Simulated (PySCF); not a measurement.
An unknown gives this computed stick spectrum. Computed with TDDFT PBE0/def2-SVPD, vertical, gas phase, core orbitals frozen in the response in PySCF 2.14.0, density-fitted response routines. Geometries: GFN2-xTB, one conformer each.

```json
{"state": "S1", "λ (nm)": "278.4", "f": "0.0020"}
{"state": "S2", "λ (nm)": "229.0", "f": "0.0071"}
{"state": "S3", "λ (nm)": "218.1", "f": "0.028"}
{"state": "S4", "λ (nm)": "211.3", "f": "0.209"}
{"state": "S5", "λ (nm)": "206.1", "f": "0.010"}
{"state": "S6", "λ (nm)": "193.4", "f": "0.0024"}
{"state": "S7", "λ (nm)": "191.5", "f": "0.0045"}
{"state": "S8", "λ (nm)": "185.1", "f": "0.045"}
```

Orbital energies (eV): HOMO-3 -9.65, HOMO-2 -9.35, HOMO-1 -7.32, HOMO -6.12, LUMO -0.28, LUMO+1 0.38, LUMO+2 0.63.

**Question.** Which structure fits?
A. `CCN(C)P[SiH3]`
B. `C#CC[C@@H]1C[SiH2][SiH2]1`
C. `C[Si@]1(P)CC[SiH2]O1`
D. `CS[SiH](P)P`

**Answer.** A. Its S1, at 4.45 eV, is the lowest among the candidates; the nearest of the others has S1 at 5.20 eV. S1 is HOMO→LUMO (98%). Löwdin shares by element: HOMO nitrogen 38%, phosphorus 24%, silicon 13%, carbon 5% or more (atoms not listed hold the other 20%); LUMO phosphorus 32%, silicon 26%, nitrogen 8%, hydrogen 7% or more (atoms not listed hold the other 28%). At the same level the other candidates give, for their lowest levels:
- `CS[SiH](P)P`: 239 nm (f 0.007); 225 nm (f 0.004); 216 nm (f 0.005); 203 nm (f 0.009); 201 nm (f 0.006); T1 4.86 eV; HOMO -6.85, LUMO -0.23 eV
- `C#CC[C@@H]1C[SiH2][SiH2]1`: 201 nm (f 0.004); 197 nm (f 0.000); 194 nm (f 0.023); 191 nm (f 0.027); 189 nm (f 0.088); T1 5.42 eV; HOMO -7.51, LUMO -0.07 eV
- `C[Si@]1(P)CC[SiH2]O1`: 196 nm (f 0.016); 193 nm (f 0.018); 180 nm (f 0.051); 179 nm (f 0.149); 177 nm (f 0.089); T1 5.62 eV; HOMO -7.19, LUMO 0.16 eV

The values belong to the conformer `[CH3:1][CH2:2][N:3]([CH3:4])[PH:5][SiH3:6]`: C1–C2–N3–C4 176°, C2–N3–P5–Si6 -86°.
Triplets come from the Tamm–Dancoff approximation.
